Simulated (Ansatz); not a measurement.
GeIH3 (GeH₃I), relaxed as a singlet with RKS PBE0-D4/def2-TZVP in Ansatz, starting from the GFN2-xTB geometry. Force threshold 0.02 eV/Å.

In the def2 sets I takes a core potential; there is no spin–orbit coupling.

Start:

| atom | x (Å) | y (Å) | z (Å) |
| --- | --- | --- | --- |
| Ge1 | -0.106 | 0.192 | -0.033 |
| I2 | 1.067 | -1.954 | 0.343 |
| H3 | 0.560 | 0.876 | -1.185 |
| H4 | 0.014 | 1.003 | 1.218 |
| H5 | -1.536 | -0.117 | -0.342 |

Q: Estimate the energy that the relaxation releases and the steps that it takes.

A: 4.4 kJ/mol, in 5 steps; 7 s on 4 threads of Intel Xeon on a shared host. No frequencies were taken in this run, so the end may be a saddle point.

Q: Does the start keep its bonding and symmetry?

A: By distances, no bond broke or formed. The bond that changes most is Ge1–I2, from 2.47 to 2.51 Å (atoms count from 1). Point group C3v at the start, C3v at the end, both within 0.05 Å.

Q: Predict the relaxed structure.

A: 
```tsv
atom	x (Å)	y (Å)	z (Å)
Ge1	-0.107	0.196	-0.034
I2	1.083	-1.985	0.349
H3	0.577	0.894	-1.214
H4	0.018	1.022	1.250
H5	-1.571	-0.126	-0.350
```
Bond lengths: 1 × Ge–I 2.51 Å; 3 × Ge–H 1.53 Å.
